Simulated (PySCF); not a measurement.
# Excitation energy of Si by level of theory

Si [Ne] 3s2 3p2 (3P) → Si [Ne] 3s1 3p2 3d1 (high-spin determinant), as a difference of total energies. Computed with PySCF 2.14 in dyall-av3z, with the spin-free X2C one-electron Hamiltonian (Gaussian nucleus). Correlated levels: valence: [Ne] frozen; virtual orbitals above 40 to 60 times the deepest correlated orbital energy dropped. The calculations carry no spin-orbit coupling.

```json
{"method": "UHF", "excitation energy (eV)": "10.238"}
{"method": "MP2 (valence)", "excitation energy (eV)": "11.292"}
{"method": "SCS-MP2 (valence)", "excitation energy (eV)": "11.705"}
{"method": "CCSD (valence)", "excitation energy (eV)": "11.366"}
{"method": "CCSD(T) (valence)", "excitation energy (eV)": "11.347"}
```

How much does correlation contribute at CCSD(T) (valence)?

11.347 − (10.238) = 1.109 eV, measured against UHF.

The upper state lies above the first ionisation limit, but in LS coupling its spin forbids autoionisation to the ground ion.

The promoted electron is Rydberg-like, and one or two diffuse shells describe it only roughly, which tends to raise the upper state.

The coupled-cluster amplitudes are large for the upper state (T1 above 0.03 or a double amplitude above 0.15), so a single reference is strained.

The determinant of the upper state mixes LS terms, which raises its energy above the lowest term, most at the Hartree-Fock and MP2 levels.
